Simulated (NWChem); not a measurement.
Species: CH4MgO2; SMILES C[O][Mg][OH]

```xyz
8

Mg     0.4960     0.7633     0.0008
O      0.5114     2.5221    -0.0011
H      0.5192     3.4719    -0.0021
O      0.4789    -1.0054     0.0026
C      0.4688    -2.3761     0.0041
H      0.9831    -2.7993     0.8910
H     -0.5608    -2.7887     0.0095
H      0.9746    -2.8011    -0.8869
```
Atoms are numbered in this order, from 1.

Program: NWChem. Pople sets run with spherical d functions. The highest occupied level is degenerate, so the cation is one component of its state. Coordinates come from a PBE0/def2-SVP optimisation. Ions are spin-unrestricted doublets at the neutral geometry. Hybrids' shares of exact exchange are those that their runs print; pure functionals count as 0. The functionals differ in more than this share.

```csv
row,share of exact exchange,ΔSCF ionisation energy minus −ε(HOMO) (eV)
PBE/6-31+G*,0.00,3.32
B3LYP/6-31+G*,0.20,2.50
BHandHLYP/6-31+G*,0.50,withheld
Hartree-Fock/6-31+G*,1.00,-2.51
```

### Question
Fit a straight line of the last column on the one before it, predict the withheld value, and compare with the run.

### Answer

1. Means of the 3 shown rows: x = 0.400, y = 1.103. Slope Σ(x − x̄)(y − ȳ)/Σ(x − x̄)² = -3.334/0.5600 = -5.954; intercept 3.485.
2. The shown rows scatter about the line by 0.154 (root mean square); the largest residual is +0.21, at B3LYP/6-31+G*.
3. At x = 0.50 (BHandHLYP/6-31+G*; inside the shown range) the line gives 0.51.
4. The run gives 0.95, +0.44 from the line, 2.9 times the scatter. The line crosses zero at a share of 0.59.
